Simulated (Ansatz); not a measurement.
Input for Ansatz (a quantum-chemistry and plane-wave program): R-CCSD(T)/aug-cc-pV(T+d)Z on N2 (SMILES N#N) with ghost functions, monomers drawn apart or pushed together. Files ending in .json are basis or fitting sets from the Basis Set Exchange.

Ansatz 0.2 input:
```yaml
crystal:
  periodic: [false, false, false]
  atoms:
    - {symbol: N, position_ang: [-0.22768018, -0.73720578, 7.08296336]}
    - {symbol: N, position_ang: [-0.59793327, -0.74983113, 6.05705234]}
basis:
  gaussian:
    orbitals: aug-cc-pV_T+d_Z.json
    ghost_atoms:
      - {symbol: Si, position_ang: [0.08239804, 0.14867877, -0.18988547]}
      - {symbol: H, position_ang: [0.40019021, 0.40686792, -1.61320902]}
      - {symbol: H, position_ang: [0.25770536, 1.39730094, 0.58513241]}
      - {symbol: H, position_ang: [0.99600643, -0.89067755, 0.33497048]}
      - {symbol: H, position_ang: [-1.31753616, -0.31567494, -0.07435718]}
magnetization: {spin_polarized: false}
correlation: {method: ccsd_t, electrons: outside_noble_gas}
scf: {lower_state_search: off}
```

Problem. Give the final energy of this run.

Solution. -109.3804 hartree (reference determinant -108.9859, T1 diagnostic 0.013).

Problem. How many basis functions does it have, and what does it roughly cost on one machine?

Solution. 239 functions; around 3 core-minutes (rough).
